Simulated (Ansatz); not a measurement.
Ansatz (an electronic-structure program) input (CCSD(T)/6-31G*):

Ansatz 0.2 input:
```yaml
crystal:
  periodic: [false, false, false]
  atoms:
    - {symbol: C, position_ang: [-0.16622728, -1.89581337, 0.35473383]}
    - {symbol: C, position_ang: [1.13842305, -1.48841325, -0.32843155]}
    - {symbol: C, position_ang: [1.70676428, -0.11949039, 0.10430052]}
    - {symbol: C, position_ang: [1.08371086, 1.06598301, -0.54832793]}
    - {symbol: S, position_ang: [-0.49725505, 1.67013516, -0.27282151]}
    - {symbol: C, position_ang: [-1.31040105, 0.38751800, 0.72771754]}
    - {symbol: C, position_ang: [-1.38508446, -1.00655081, 0.10195587]}
    - {symbol: H, position_ang: [0.00480141, -1.95192635, 1.43620516]}
    - {symbol: H, position_ang: [-0.41642078, -2.91200626, 0.03691133]}
    - {symbol: H, position_ang: [1.00633152, -1.48775574, -1.41413029]}
    - {symbol: H, position_ang: [1.88609873, -2.25487578, -0.10336221]}
    - {symbol: H, position_ang: [2.77276968, -0.09870946, -0.13294523]}
    - {symbol: H, position_ang: [1.64107917, -0.04948582, 1.19870635]}
    - {symbol: H, position_ang: [1.64059526, 1.65113621, -1.26658725]}
    - {symbol: H, position_ang: [-0.83901886, 0.34752012, 1.71169602]}
    - {symbol: H, position_ang: [-2.31185877, 0.79586383, 0.87013873]}
    - {symbol: H, position_ang: [-1.57223595, -0.91224814, -0.97091388]}
    - {symbol: H, position_ang: [-2.25917298, -1.50907429, 0.52773592]}
basis:
  gaussian:
    orbitals: 6-31G*
magnetization: {spin_polarized: true, initial_magnetization: 1}
correlation: {method: ccsd_t, electrons: outside_noble_gas}
```

Output:

```
Functional definition: HF
integrals: 0.49 GiB planned
1390 factors; integrals over basis functions are off by at most 6.1e-4 eV
0.86 GiB of device memory are held for the factors and their scratch space
mean field: 1.18 GiB planned
mean field evaluation 1: about -17168.8395 eV, gradient 2.3e1 eV
mean field evaluation 2: about -17168.9715 eV, gradient 2.3e1 eV
mean field evaluation 4: about -17172.5319 eV, gradient 3.6e0 eV
mean field evaluation 8: about -17172.6643 eV, gradient 2.2e-1 eV
mean field evaluation 16: about -17172.6656 eV, gradient 2.4e-6 eV
mean field -17172.66556076 eV, -631.0838193073 hartree, gradient 2.4e-6 eV, S^2 0.766962; 0 other end points of the search recorded, 0 dependent functions left out
11 core orbitals not correlated
reference -17172.66556076 eV, -631.0838193073 hartree; 21, 20 occupied and 99, 100 virtual orbitals, 1390 factors
second order -24.06348536 eV of doubles, -0.00000000 eV of singles
coupled cluster: 3.56 GiB planned
cycle   1  -25.35461546 eV  change    -1.3e0 eV  update   1.1e-1
cycle   2  -26.09765023 eV  change   -7.4e-1 eV  update   3.4e-2
cycle   3  -26.23776655 eV  change   -1.4e-1 eV  update   1.8e-2
cycle   4  -26.24214328 eV  change   -4.4e-3 eV  update   7.5e-3
cycle   5  -26.24263511 eV  change   -4.9e-4 eV  update   3.8e-3
cycle   6  -26.24197936 eV  change    6.6e-4 eV  update   1.4e-3
cycle   7  -26.24173116 eV  change    2.5e-4 eV  update   5.0e-4
cycle   8  -26.24179671 eV  change   -6.6e-5 eV  update   2.1e-4
cycle   9  -26.24177690 eV  change    2.0e-5 eV  update   8.5e-5
cycle  10  -26.24176558 eV  change    1.1e-5 eV  update   3.6e-5
perturbative correction -0.87789810 eV, -0.0322621600 hartree
Total energy: -17199.78522444 eV, -632.0804485649 hartree
```

It need not be the lowest isomer of its formula.
